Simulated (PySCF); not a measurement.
First SCF of a structure search on triplet RhBr₂⁺, at a hand-made bent geometry. PySCF input:

```python
from pyscf import gto, scf, dft
mol = gto.M(atom='''
Rh     0.000000     0.000000     0.000000
Br     1.918600     0.000000     1.343400
Br    -1.918600     0.000000     1.343400''',
    basis={'Rh': 'def2-TZVP', 'Br': 'def2-TZVP'},
    ecp={'Rh': 'def2-TZVP'},
    charge=1, spin=2)
mf = dft.UKS(mol, xc='PBE0')
mf.grids.atom_grid = (50, 194)
aux = {'Rh': 'def2-universal-JKFIT', 'Br': 'def2-universal-JKFIT'}
mf = mf.density_fit(auxbasis=aux)
mf.conv_tol = 1e-08
mf.diis_space = 10
mf.max_cycle = 60
mf.init_guess = 'minao'
mf.verbose = 4
mf.kernel()
```

Excerpt of the output (cycles alone):

```
init E= -5247.72819441102
cycle= 1 E= -5255.68335479162  delta_E= -7.96  |g|= 2.21  |ddm|=  3.3
cycle= 2 E= -5239.23696884369  delta_E= 16.4  |g|= 4.28  |ddm|= 8.94
cycle= 3 E= -5256.85375182582  delta_E= -17.6  |g|= 1.34  |ddm|= 8.82
cycle= 4 E= -5257.48799967952  delta_E= -0.634  |g|= 0.899  |ddm|= 1.62
cycle= 5 E= -5257.88022109708  delta_E= -0.392  |g|= 0.388  |ddm|= 0.49
cycle= 6 E= -5257.93402063216  delta_E= -0.0538  |g|= 0.201  |ddm|= 0.172
cycle= 7 E= -5257.95074166358  delta_E= -0.0167  |g|= 0.0836  |ddm|= 0.0972
cycle= 8 E= -5257.95426583793  delta_E= -0.00352  |g|= 0.0206  |ddm|= 0.0536
cycle= 9 E= -5257.95455008256  delta_E= -0.000284  |g|= 0.00457  |ddm|= 0.0232
cycle= 10 E= -5257.95459565964  delta_E= -4.56e-05  |g|= 0.00295  |ddm|= 0.0104
cycle= 11 E= -5257.95467565096  delta_E= -8e-05  |g|= 0.00106  |ddm|= 0.0298
cycle= 12 E= -5257.95469007724  delta_E= -1.44e-05  |g|= 0.000955  |ddm|= 0.0155
cycle= 13 E= -5257.9546915237  delta_E= -1.45e-06  |g|= 0.000488  |ddm|= 0.00336
cycle= 14 E= -5257.95469268518  delta_E= -1.16e-06  |g|= 0.000298  |ddm|= 0.00278
cycle= 15 E= -5257.95469361755  delta_E= -9.32e-07  |g|= 0.000267  |ddm|= 0.00239
cycle= 16 E= -5257.95469404343  delta_E= -4.26e-07  |g|= 0.000267  |ddm|= 0.00109
cycle= 17 E= -5257.95469214189  delta_E= 1.9e-06  |g|= 0.000263  |ddm|= 0.00497
cycle= 18 E= -5257.95468996875  delta_E= 2.17e-06  |g|= 0.000302  |ddm|= 0.00606
cycle= 19 E= -5257.95468116283  delta_E= 8.81e-06  |g|= 0.000442  |ddm|= 0.0346
cycle= 20 E= -5257.95468125925  delta_E= -9.64e-08  |g|= 0.000296  |ddm|= 0.000302
cycle= 21 E= -5257.95468047555  delta_E= 7.84e-07  |g|= 0.000251  |ddm|= 0.00527
cycle= 22 E= -5257.95467878911  delta_E= 1.69e-06  |g|= 0.00012  |ddm|= 0.0199
cycle= 23 E= -5257.95467872833  delta_E= 6.08e-08  |g|= 6.52e-05  |ddm|= 0.00276
cycle= 24 E= -5257.95467872108  delta_E= 7.24e-09  |g|= 6.63e-05  |ddm|= 0.00107
Extra cycle  E= -5257.95467870877  delta_E= 1.23e-08  |g|= 0.00022  |ddm|= 0.000229
converged SCF energy = -5257.95467870877  <S^2> = 2.0196978  2S+1 = 3.0131032
```

This is not the lowest solution: another start and a stability analysis within the same unrestricted form found one 13.9 kJ/mol lower, at -5257.95996 Eh.

Other spin states or occupations of the open shell can lie lower.

The search for the lowest solution, 3 starts and the stability check together, took 31 s on 4 threads of a shared Arm Neoverse V2 host, with 136 basis functions.
